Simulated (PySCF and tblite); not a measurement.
The numbers below are computed, except where a source is named.
C5H8N2O, numbered as in [CH3:1][O:2]/[C:3]([CH3:4])=[N:5]/[CH2:6][C:7]#[N:8].

The ensemble was built from 90 distance-geometry starts (ETKDG, MMFF94s, GFN2-xTB) and rests on GFN2-xTB geometries. Free energies are B3LYP-D3(BJ)/def2-SVP (IEF-PCM, tetrahydrofuran) single points with GFN2-xTB rigid-rotor and vibrational terms (modes under about 100 cm⁻¹ blended into free rotors). Symmetry numbers and mirror images are counted. Conformers within 2.5 kcal/mol (GFN2-xTB free energy) were kept, 5 at most. Couplings: B3LYP/6-31G* with pcJ-1 on H (gas phase; spin-dipole term only for pairs with B, N, F, Si or P). Couplings are for ¹H. H–H couplings come out 0.1 to 0.9 Hz lower than with pcJ-1 on all atoms. Run with PySCF (density fitting) and tblite.

Torsions listed: C1–O2–C3–N5, C3–N5–C6–C7. Of a mirror pair one member is shown.

| conformer | shape | weight % |
| --- | --- | --- |
| 1 | 0°, 180° | 77.7 |
| 2 | 1°, 66° | 22.3 |

Task: Give the couplings in each conformer and the averages at 298.15 K (pairs that fast motion interchanges averaged).

Result: 
| coupling | pairs | 1 | 2 | average (Hz) |
| --- | --- | --- | --- | --- |
| ²J(H1,H1) | 3 | -11.5 | -11.4 | -11.5 |
| ²J(H4,H4) | 3 | -15.7 | -15.9 | -15.8 |
| ²J(H6,H6) | 1 | -21.0 | -17.8 | -20.3 |
